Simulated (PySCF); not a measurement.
Compound: C3H6N2SSi.
Bonds: C1–C2, C2–S3 (aromatic), S3–N4 (aromatic), N4–N5 (aromatic), N5–C6 (aromatic), C6–Si7, C2–C6 (aromatic). Hydrogens: H8, H9, H10 on C1; H11, H12, H13 on Si7.

Method used: TDDFT wB97X-D/def2-SVPD, vertical, gas phase, core orbitals frozen in the response (PySCF 2.14.0, density-fitted response routines). Isolated species at its GFN2-xTB geometry, gas phase.

Q: What does the calculation give for the low-lying excited states?

A: 

```csv
state,λ (nm),E (eV),f,|μ| (D),"main configurations (H = HOMO, L = LUMO)"
S1,307.1,4.04,0.0016,0.32,H→L (95%)
S2,228.1,5.44,0.033,1.26,"H-1→L (61%), H→L+1 (21%), H-2→L (10%)"
S3,212.8,5.83,0.076,1.86,"H-1→L (32%), H-2→L (30%), H→L+1 (28%)"
S4,204.3,6.07,0.0022,0.31,H→L+3 (90%)
S5,197.1,6.29,0.0002,0.08,H-1→L+1 (81%)
S6,193.9,6.39,0.055,1.50,"H-2→L (48%), H→L+1 (32%), H-1→L+3 (8%)"
S7,191.8,6.46,0.0003,0.12,H-3→L (80%)
S8,188.6,6.58,0.0011,0.21,H-2→L+1 (79%)
```

Triplets (Tamm–Dancoff): T1 3.36 eV, H→L (85%), H→L+3 (12%); T2 3.86 eV, H-1→L (88%); T3 4.68 eV, H-2→L (88%).

The lowest singlet lies at 4.04 eV (307 nm, ultraviolet) and is very weak; its leading configuration is HOMO→LUMO (95%). The most intense listed level is S3 at 5.83 eV (213 nm, f = 0.076), 1.79 eV above S1. Löwdin shares by element: HOMO nitrogen 73%, sulfur 14%, carbon 8% or more; LUMO nitrogen 33%, sulfur 24%, carbon 22% or more (atoms not listed hold the other 20%). Orbital energies (eV): HOMO-3 -11.46, HOMO-2 -10.40, HOMO-1 -9.67, HOMO -9.16, LUMO 0.12, LUMO+1 1.29, LUMO+2 1.91. Of the 8 states listed, 3 reach f = 0.01 and 2 stay under 0.0005. Weighted by f, the mean energy of these states is 5.93 eV. No computed singlet lies in the visible range (380 to 750 nm); the lowest, at 307 nm, stands 0.77 eV above its violet end (3.26 eV). The window holds the lowest 8 singlets.
